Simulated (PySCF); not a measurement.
P²⁺ (phosphorus, charge +2) across methods

[Ne] 3s2 4s1, 2S determinant (an excited configuration). All numbers are calculated (PySCF 2.14, no relativity, point nucleus, in dyall-acv3z).

```tsv
method	E (hartree)	mean ε 3s β (eV)	mean ε 3s α (eV)	mean ε 4s α (eV)	Σ⟨r²⟩ (bohr²)	⟨S²⟩
M06-2X	-339.6390	-41.126	-40.943	-15.006	26.58	0.750
PBE0	-339.4938	-39.411	-39.681	-14.099	27.33	0.750
MN15	-339.6113	-39.835	-40.291	-14.425	27.30	0.750
LDA	-338.3581	-38.225	-38.467	-13.504	27.11	0.750
UHF	-339.11783	-42.527	-43.035	-15.100	28.54	0.750
r2SCAN	-339.5770	-38.384	-38.447	-13.538	27.52	0.750
TPSS	-339.6382	-38.136	-38.300	-13.587	27.22	0.750
PBE	-339.4705	-38.053	-38.270	-13.604	27.14	0.750
```

The outer electron is Rydberg-like, and this basis confines it to a smaller radius and binds it less than a complete one would.
